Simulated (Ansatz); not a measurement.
C$_{4}$H$_{8}$F$_{2}$O$_{2}$Si$_{2}$ (`CO[Si@H](F)C#C[Si@@H](F)OC`), charge 0, multiplicity 1.

(1) Give a relaxed structure at PBE0-D4/def2-TZVP (the Gaussian-basis code of Ansatz). (Estimate.)

Results:

(1) The calculation gave: 
Cartesian coordinates in Å:
```
C -1.238 0.099 3.278
O 0.165 0.275 3.337
Si 1.125 0.782 2.142
F 0.910 2.330 1.840
C 0.725 -0.097 0.591
C 0.452 -0.711 -0.420
Si 0.085 -1.611 -1.967
F -1.471 -1.946 -1.923
O 0.455 -0.699 -3.247
C 0.125 0.663 -3.439
H -1.749 1.062 3.353
H -1.534 -0.525 4.122
H -1.538 -0.395 2.349
H 2.517 0.575 2.565
H 0.833 -2.870 -2.079
H 0.757 1.052 -4.238
H 0.302 1.247 -2.531
H -0.922 0.767 -3.733
```
Point group C2.
This is one stationary point; other conformers may exist.
